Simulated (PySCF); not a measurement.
Screening by computed properties: pick the candidate that meets the target.

All species are isolated and taken at one optimised geometry, non-relativistic unless stated; the electronic structure was computed with PySCF and density fitting.

The conformers computed, where there is a choice (atom-mapped SMILES and torsion angles):
- `[O:1]=[CH:2]/[C:3]([F:4])=[CH:5]\[F:6]`: O1–C2–C3–F4 180°
- `[CH3:1][GeH2:2][NH2:3]`: H–N3–Ge2–C1 64°, H–N3–Ge2–C1 -172°
- `[O:1]=[C:2]=[CH:3][O:4][CH:5]=[O:6]`: C2–C3–O4–C5 0°, C3–O4–C5–O6 0°

**Question.** Wanted: smallest rotational constant below 2.3 GHz (PBE0-D3(BJ)/def2-SVP) and dipole moment above 2 D (PBE0-D3(BJ)/def2-SVP), at PBE0-D3(BJ)/def2-SVP geometries. Which candidate meets both?
A. `[GeH][GeH3]` [triplet]
B. `[CH3][GeH2][NH2]`
C. `O=C=COC=O`
D. `O=C/C(F)=C\F`

**Answer.** D. Computed values:
```csv
species,smallest rotational constant,dipole moment
O=C/C(F)=C\F,2.013 GHz,2.34 D
[GeH][GeH3] [triplet],2.148 GHz,0.50 D
O=C=COC=O,2.370 GHz,2.75 D
[CH3][GeH2][NH2],4.456 GHz,0.93 D
```
